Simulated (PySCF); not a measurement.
A structure optimised at r2SCAN-D4/def2-SVP, used in a PySCF frequency run:

```xyz
13

Si     0.0831     3.0834     0.0000
C     -0.3247     1.2526     0.0000
C      0.5973     0.2592     0.0000
Al     0.0473    -1.5961     0.0000
O      1.2279    -2.8186     0.0000
O     -1.6345    -1.8511     0.0000
H     -0.4945     3.7601    -1.2039
H     -0.4945     3.7601     1.2039
H      1.5664     3.2610     0.0000
H     -1.3912     0.9708     0.0000
H      1.6588     0.5559     0.0000
H      1.1328    -3.7728     0.0000
H     -2.1391    -2.6661     0.0000
```

Problem. Write its SMILES, formula and point group.

Solution. [OH][Al]([OH])/[CH]=C/[SiH3], C2H7AlO2Si, Cs

Problem. What are its rotational constants (standard atomic weights)?

Solution. 5.6671, 0.83974, 0.73761 GHz
